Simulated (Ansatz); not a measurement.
C$_{2}$H$_{7}$NOSi, SMILES `C=NCO[SiH3]`, relaxed with RKS PBE0-D4/def2-TZVP in Ansatz from a PBE-D4/def2-SVP geometry. The force threshold is 0.005 eV/Å; the program also tests the step.

Total charge 0; spin multiplicity 1.

Start:

```xyz
12

C    -1.556    0.323   -1.755
N    -0.299    0.526   -1.849
C     0.551    0.279   -0.727
O    -0.118   -0.192    0.435
Si    0.651   -0.480    1.904
H    -2.052   -0.049   -0.832
H    -2.190    0.523   -2.641
H     1.092    1.234   -0.510
H     1.324   -0.458   -1.059
H     1.287    0.781    2.435
H     1.726   -1.528    1.756
H    -0.415   -0.959    2.842
```

```csv
step,energy (eV),largest force (eV/Å),largest move (Å)
1,-13595.2423,0.741,0.000
2,-13595.3074,0.451,0.040
3,-13595.3109,0.353,0.036
4,-13595.3170,0.105,0.029
5,-13595.3179,0.030,0.007
6,-13595.3179,0.044,0.009
7,-13595.3180,0.009,0.003
8,-13595.3180,0.032,0.007
9,-13595.3180,0.009,0.001
10,-13595.3180,0.002,0.005
11,-13595.3180,0.007,0.011
12 (rejected),-13595.3180,0.012,0.011
13,-13595.3180,0.005,0.006
14,-13595.3180,0.008,0.009
15,-13595.3180,0.004,0.002
```

End:

```xyz
12

C    -1.534    0.306   -1.733
N    -0.298    0.522   -1.830
C     0.551    0.292   -0.709
O    -0.115   -0.175    0.440
Si    0.636   -0.477    1.871
H    -2.012   -0.057   -0.820
H    -2.160    0.490   -2.604
H     1.063    1.239   -0.493
H     1.313   -0.433   -1.026
H     1.303    0.752    2.385
H     1.671   -1.536    1.711
H    -0.418   -0.924    2.809
```

It took 39 s on 4 threads of an Arm Neoverse V2 on a shared host, with 0.5 GiB of host memory at the peak.
